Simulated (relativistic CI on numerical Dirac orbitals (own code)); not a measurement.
## Electric-dipole transitions in W40+

Computed by Dirac-Coulomb-Breit CI, separate exchange-only KLI orbitals for each configuration, model QED (radiative potential, 1s self-energy scaled to tabulated hydrogen-like ionisation energies), unscaled Slater integrals (own radial code, finite nucleus).

Configuration list (outside the closed core [Ar] 3d10): 4s²4p⁴, 4s4p⁵, 4s²4p³4d, 4p⁶, 4s4p⁴4d, 4s²4p³4f, 4s4p⁴4f, 4p⁵4d, 4s4p³4d², 4s²4p²4d4f, 4p⁵4f, 4p⁴4d4f, 4s4p³4f², 4s²4p³5s, 4p⁵5s, 4s²4p³5p, 4s4p³4d5s, 4s²4p²4f5s, 4s4p⁴5s, 4s²4p³5d, 4s4p⁴5p, 4s²4p³5f, 4s²4p³5g, 4s4p⁴5d, 4p⁴4f5s, 4s4p⁴5f, 4s²4p³6s, 4s²4p²4d², 4s²4p4d³, 4s4p²4d³, 4s²4p4d²4f, 4s4p²4d²4f, 4s²4p4d²5s, 4p⁴4d², 4p³4d³, 4p³4d²4f, 4p³4d²5s, 4s²4p²4d5s, 4s4p²4d²5s, 4s²4p4d4f5s, 4s4p²4d4f5s, 4s²4p4d5s², 4p⁴4d5s, 4p³4d4f5s, 4p³4d5s², 4s²4p²5s², 4s4p²4d5s², 4s²4p4f5s², 4s4p²4f5s². Double excitations out of closed p, d and f shells are left out; levels of such configurations are missing from the list, as are those of other unlisted configurations, and high levels can miss mixing partners. These lack a partner that the ground configuration has and come out too high: 4s²4p³5p, 4s²4p³5d, 4s4p⁴5p, 4s²4p³5f, 4s²4p³5g.

```tsv
λ vac (nm)	Lower	Upper	A (s⁻¹)	E lower (10³ cm⁻¹)	E upper (10³ cm⁻¹)
4.5865	4s²4p³4d ³F°3 [8]	4s²4p²4d² ³F3 [106]	2.13e+12	1262.8	3443.1
4.6045	4s²4p³4d ³F°3 [8]	4s²4p²4d² ⁵D2 [104]	1.50e+12	1262.8	3434.5
4.6148	4s²4p³4d ³F°4 [10]	4s²4p²4d² ³D3 [131]	1.40e+12	1406.0	3573.0
4.6263	4s²4p³4d ³F°4 [10]	4s²4p²4d² ³G5 [127]	1.03e+12	1406.0	3567.6
4.6435	4s²4p³4d ³F°4 [10]	4s²4p²4d² ³F4 [126]	1.60e+12	1406.0	3559.6
4.6657	4s²4p³4d ³P°2 [9]	4s²4p²4d² ³P2 [123]	1.54e+12	1398.9	3542.3
4.6688	4s²4p⁴ ³P2 [1]	4s²4p³4d ³P°1 [28]	1.58e+12	0.0	2141.9
4.6775	4s²4p³4d ³P°2 [9]	4s²4p²4d² ³D3 [121]	1.23e+12	1398.9	3536.8
4.6858	4s²4p⁴ ³P2 [1]	4s²4p³4d ³D°3 [27]	1.70e+12	0.0	2134.1
4.6888	4s²4p⁴ ³P2 [1]	4s²4p³4d ³P°2 [26]	1.86e+12	0.0	2132.7
4.6948	4s²4p⁴ ¹S0 [2]	4s²4p³4d ³D°1 [31]	1.77e+12	74.0	2204.0
4.7317	4s²4p³4d ³F°4 [29]	4s²4p²4d² ³G5 [243]	1.38e+12	2147.9	4261.3
4.7443	4s²4p³4d ³F°4 [10]	4s²4p²4d² ⁵F5 [116]	5.94e+11	1406.0	3513.8
4.7596	4s²4p⁴ ¹D2 [4]	4s²4p³4d ¹F°3 [59]	1.53e+12	777.7	2878.7
4.9263	4s²4p³4d ³D°2 [5]	4s²4p²4d² ⁵G3 [89]	7.73e+11	1231.2	3261.1
4.9361	4s²4p³4d ³F°3 [8]	4s²4p²4d² ³H4 [90]	7.12e+11	1262.8	3288.7
5.6335	4s²4p³4d ³D°2 [5]	4s4p⁴4d ³G3 [73]	6.22e+11	1231.2	3006.3
5.6641	4s²4p³4d ³G°4 [20]	4s²4p³4f ¹H5 [169]	9.46e+11	2003.1	3768.6
5.8445	4s²4p³4d ³F°3 [8]	4s²4p³4f ³F4 [68]	4.92e+11	1262.8	2973.8
5.9516	4s²4p⁴ ¹D2 [4]	4s4p⁵ ³P°1 [39]	1.16e+12	777.7	2457.9
6.1468	4s²4p³4d ⁵D°4 [23]	4s²4p³4f ⁵F5 [158]	5.97e+11	2101.0	3727.9
6.1508	4s²4p³4d ¹D°2 [37]	4s²4p²4d² ³F3 [200]	1.37e+12	2351.8	3977.6
6.2058	4s²4p⁴ ³P1 [3]	4s²4p³4d ¹D°2 [37]	6.34e+11	740.4	2351.8
6.2591	4s²4p³4d ¹F°3 [36]	4s²4p³4f ¹G4 [192]	9.87e+11	2324.6	3922.3
6.2819	4s²4p⁴ ³P2 [1]	4s4p⁵ ³P°2 [14]	4.10e+11	0.0	1591.9
6.2859	4s²4p³4d ³D°3 [11]	4s4p⁴4d ³F4 [80]	6.57e+11	1518.9	3109.8
6.3367	4s²4p³4d ³F°4 [10]	4s²4p³4f ³G5 [70]	3.22e+11	1406.0	2984.1
6.3526	4s²4p⁴ ¹D2 [4]	4s²4p³4d ¹D°2 [37]	4.55e+11	777.7	2351.8
6.4644	4s²4p⁴ ¹D2 [4]	4s²4p³4d ¹F°3 [36]	6.01e+11	777.7	2324.6
6.5835	4s²4p⁴ ³P2 [1]	4s²4p³4d ³D°3 [11]	4.42e+11	0.0	1518.9
```

Terms are leading LS components. Brackets give the number of a level in order of energy, since labels repeat. The list gives strong lines, with weight on those to low levels, without lines whose two gauges differ by over a factor of 2.5, among the lowest 400 of 10723 levels, so that lines to higher ones, which can be the strongest, are missing. Levels whose partners in the same complex of configurations lie outside the list can be far off, and so can their lines. Rates are taken at the computed energies, electric ones in the length gauge.

At this charge energies of transitions that change n are usually good to better than 1 %, and those within a shell (Δn = 0) to a few per cent.

LS names give the leading component of a level, which can be under half, so a name can repeat, a term be missing and a line seem to break the LS rules.
